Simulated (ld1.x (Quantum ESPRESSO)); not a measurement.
**Which change was made? (Cd, TM semilocal)**

ld1.x (Quantum ESPRESSO) 7.5 input, shortened:

```
&input
   title='Cd', zed=48., rel=1, dft='BP', iswitch=3,
   config='[Kr] 4d10 5s1.5 5p0 5d-2'
 /
 &inputp
   pseudotype=1, tm=.true., lloc=0,
   nlcc=.false.
 /
3
5P  2  1   0.00   0.00  2.00  2.00  0.0
5D  3  2  -2.00  -0.20  2.15  2.15  0.0
5S  1  0   1.50   0.00  2.05  2.05  0.0
 &test
   configts(1)='5s1.5 5p0'
 /
```

Cutoffs, loose and tight: the cutoffs (Ry, on a coarse ladder) from which the occupation-weighted sum of valence levels, in a spherical-Bessel basis at the reference potential, stays within 10 and 1 mRy of its value at 400 Ry. They do not see the model core or the augmentation charge, which bear on the density cutoff. Test errors are all-electron minus pseudo excitation energies from the reference, over the configurations 5s2 5p0; 5s1 5p0; 5s1 5p1; 5s0 5p1; 5s0 5p2; variants that change the core or the reference have their own tests. The largest error is taken over the tests solved by every variant that gives reliable tests at all, those not shown here included: 5s1 5p0; 5s1 5p1; 5s2 5p0.

The base gives: outcome: generated; cutoff, loose: 8 Ry; cutoff, tight: 21 Ry; bound ghosts: d; largest test error (meV): +25.

Q: After one change the result is: outcome: generated; cutoff, loose: 35 Ry; cutoff, tight: 140 Ry; bound ghosts: d, p; largest test error (meV): -1662. Which change was it?
A. all radii scaled by about 0.83 (s 1.70, p 1.66, d 1.78 bohr)
B. all radii scaled by about 1.37 (s 2.82, p 2.74, d 2.96 bohr)
C. all radii scaled by about 0.91 (s 1.86, p 1.82, d 1.96 bohr)
D. all radii scaled by about 0.75 (s 1.54, p 1.50, d 1.62 bohr)

A: D. The others give: all radii scaled by about 0.83 (s 1.70, p 1.66, d 1.78 bohr) → outcome: generated; cutoff, loose: 25 Ry; cutoff, tight: 55 Ry; bound ghosts: d; largest test error (meV): +48 | all radii scaled by about 1.37 (s 2.82, p 2.74, d 2.96 bohr) → outcome: generated; cutoff, loose: 8 Ry; cutoff, tight: 18 Ry; bound ghosts: none; largest test error (meV): +20 | all radii scaled by about 0.91 (s 1.86, p 1.82, d 1.96 bohr) → outcome: generated; cutoff, loose: 18 Ry; cutoff, tight: 40 Ry; bound ghosts: none; largest test error (meV): +39.
